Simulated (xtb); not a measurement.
xtb input:

```bash
xtb mol.xyz --gfn 1 --opt tight --chrg 0 --uhf 0
```
mol.xyz:
```
14

C      2.37515934    -0.41601993     0.29645049
C      1.37149482     0.45718972     0.20096230
N      0.01515962     0.15895437    -0.00270456
Si    -0.49241612    -1.50456426    -0.18287298
Si    -1.17216660     1.44103096    -0.03664824
H      2.23901243    -1.48797411     0.23089214
H      3.38298352    -0.05924232     0.44642167
H      1.58754143     1.51775380     0.27982745
H     -1.95979036    -1.44914671    -0.36597070
H     -0.16546730    -2.30255044     1.02030306
H      0.14598452    -2.13384453    -1.36062456
H     -0.43419276     2.72238668     0.01080052
H     -1.98231046     1.36531592    -1.27328667
H     -2.09564519     1.35706880     1.11938951
```

Problem. What final total energy does it print?

Solution. -16.02219 Eh (GFN1-xTB).
